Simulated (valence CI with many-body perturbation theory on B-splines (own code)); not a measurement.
Au LXXIV: one-electron terms

Calculated by valence CI with perturbative core correlation (CI+MBPT): four valence electrons over a frozen Dirac-Fock core [He], a basis of 11 s, 11 p, 9 d, 7 f, 5 g, 2 h, 1 i functions for each j, with the one-electron correlation potential Σ1, the two-electron term Σ2, the three-electron term Σ3, Breit, model QED; selected CI, second order for the rest (own B-spline code, finite nucleus).

The last digits are not significant, and no measured levels were compared; by estimate large intervals hold to a few tenths of a per cent, small ones and those within an open d or f shell to about a per cent. Among the levels kept, up to 300 cm⁻¹ of a level comes from second order outside the variational space, and about a tenth of that is noise between levels of different J, which matters for small intervals.

These are the spectroscopic orbitals of the CI (the correlating ones are not listed), shaped by the core and the other valence electrons. h is the expectation value of the core's Dirac-Fock operator, without the valence repulsion; Σ1 is computed up to l = 3 at one energy for each symmetry, that of its lowest orbital but kept below the first core excitation, so for empty shells it is not the orbital's own correlation shift; Breit and QED include the response of the core.

```csv
Orbital,h (hartree),Σ1 (cm⁻¹),Breit (cm⁻¹),QED (cm⁻¹),⟨r⟩ (bohr)
2s1/2,-841.93,-1662,158500,201276,0.06820
3s1/2,-363.63,-426,43447,57768,0.1606
4s1/2,-200.47,-168,17042,23528,0.2942
5s1/2,-126.55,-83.3,8471,11786,0.4679
2p1/2,-833.82,-4847,320367,13699,0.05583
3p1/2,-361.37,-1131,84006,2786,0.1492
4p1/2,-199.56,-438,32741,1064,0.2833
5p1/2,-126.09,-215,16199,521,0.4578
2p3/2,-758.34,-2609,98055,30345,0.06368
3p3/2,-338.9,-614,27625,8028,0.1604
4p3/2,-190.16,-240,14039,3253,0.2982
5p3/2,-121.33,-118,7078,1633,0.4763
3d3/2,-338.15,-281,2988,-214,0.1350
4d3/2,-189.85,-123,1650,45.2,0.2734
5d3/2,-121.17,-63.9,794,50.3,0.4521
3d5/2,-332.05,-228,955,2452,0.1387
4d5/2,-187.25,-98.7,530,1156,0.2779
5d5/2,-119.84,-51.1,246,616,0.4576
4f5/2,-187.17,-21.5,17.3,-299,0.2386
5f5/2,-119.8,-12.3,14.4,-144,0.4186
4f7/2,-185.93,-19.8,5.2,283,0.2410
5f7/2,-119.16,-11.2,4.3,155,0.4214
5g7/2,-119.15,,0.1,-98.4,0.3678
5g9/2,-118.77,,0.0,78.9,0.3696
```

Among the shells of the start configuration 2s2 2p2, Σ1 is largest in size for 2p1/2, where it is 0.0026 % of h.

Lowest root of each symmetry, sizes in configuration state functions:

```tsv
J	Parity	Roots	Reference	Variational	Second order	Change by selected CI (cm⁻¹)	Change by second order (cm⁻¹)
0	even	13	38	23010	21525	-28827	0
1	even	21	82	39999	86492	-23707	-37
2	even	23	91	39996	122476	-25322	-118
3	even	12	61	39993	139855	-21770	-72
4	even	5	28	39993	103703	-23040	-23
5	even	2	8	21406	57174	-20642	-12
0	odd	8	34	17595	19164	-27918	-1
1	odd	20	88	39997	70341	-33880	-17
2	odd	19	99	39999	95391	-27164	-64
3	odd	9	76	39999	121782	-24425	-65
4	odd	3	44	32038	75144	-21525	-8
```
